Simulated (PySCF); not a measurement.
ZrF2I2, SMILES [F][Zr]([F])([I])[I], multiplicity 1.

Coordinates come from a B3LYP-D3(BJ)/def2-SVP optimisation. The multiplicity is an assumed one; no other spin state was optimised. The structure was generated by enumeration; whether it is a known compound was not checked. The def2 effective core potentials stand for the cores of I, Zr; spin–orbit coupling is left out.

Two levels are set side by side: PBE/def2-TZVP (PySCF) and ωB97X/def2-TZVP (PySCF). Same geometry, gas phase. Differences are taken from unrounded values.

```
quantity                      ωB97X
---------------------------  ------
orbital gap (eV)               9.42
highest occupied level (eV)  -10.20
lowest empty level (eV)       -0.78
dipole moment (D)              0.25
mean polarisability (bohr³)   104.2
```

### Question
What does PBE give, and how far is it from ωB97X? (Estimate from the structure and the level; the computed values follow.)

### Answer

```csv
quantity,PBE,PBE minus ωB97X
orbital gap (eV),3.58,-5.83
highest occupied level (eV),-7.01,3.19
lowest empty level (eV),-3.42,-2.64
dipole moment (D),0.39,0.15
mean polarisability (bohr³),111.4,7.1
```

Without exact exchange PBE keeps part of each electron's self-repulsion, which lifts occupied levels and narrows the gap. PBE's more diffuse valence density responds more strongly to a field. Differences between two approximate levels are no errors against the true value.

Rough cost on one machine, each run with all the roots and properties that it gave: ωB97X against PBE within a factor of 2.
